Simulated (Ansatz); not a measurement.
C₂H₆F₂S₂Si (`CS[Si](F)(F)SC`), relaxed with RKS PBE-D4/def2-SVP in Ansatz from a rough embedded geometry. The force threshold is 0.03 eV/Å; the program also tests the step.

Charge 0, multiplicity 1.

Start:

```xyz
13

C     1.154   -1.947   -1.433
S     1.204   -0.317   -0.821
Si   -0.126   -0.473    0.831
F     0.398   -1.580    1.901
F    -1.602   -0.799    0.327
S    -0.146    1.413    1.882
C    -0.996    2.518    0.730
H     1.844   -2.058   -2.295
H     1.585   -2.689   -0.721
H     0.184   -2.270   -1.773
H    -0.420    2.608   -0.238
H    -1.986    2.144    0.493
H    -1.093    3.450    1.118
```

| step | energy (eV) | largest force (eV/Å) | largest move (Å) |
| --- | --- | --- | --- |
| 1 | -37122.1273 | 3.867 | 0.000 |
| 2 | -37122.4731 | 0.898 | 0.184 |
| 3 | -37122.5630 | 0.629 | 0.121 |
| 4 | -37122.5902 | 0.213 | 0.109 |
| 5 | -37122.5993 | 0.095 | 0.083 |
| 6 | -37122.6028 | 0.098 | 0.050 |
| 7 | -37122.6075 | 0.148 | 0.136 |
| 8 | -37122.6100 | 0.119 | 0.049 |
| 9 | -37122.6118 | 0.052 | 0.061 |
| 10 | -37122.6122 | 0.063 | 0.039 |
| 11 | -37122.6126 | 0.011 | 0.014 |

End:

```xyz
13

C     1.027   -1.764   -1.480
S     1.458   -0.313   -0.428
Si   -0.003   -0.477    1.105
F     0.417   -1.489    2.310
F    -1.339   -1.140    0.433
S    -0.354    1.410    1.998
C    -0.933    2.326    0.505
H     1.580   -1.632   -2.429
H     1.349   -2.707   -1.000
H    -0.059   -1.792   -1.683
H    -0.190    2.255   -0.312
H    -1.913    1.942    0.165
H    -1.041    3.381    0.818
```

Hardware: 4 threads of an AMD EPYC 7R43 on a shared host. Wall time 24 s, peak host memory 0.22 GiB.
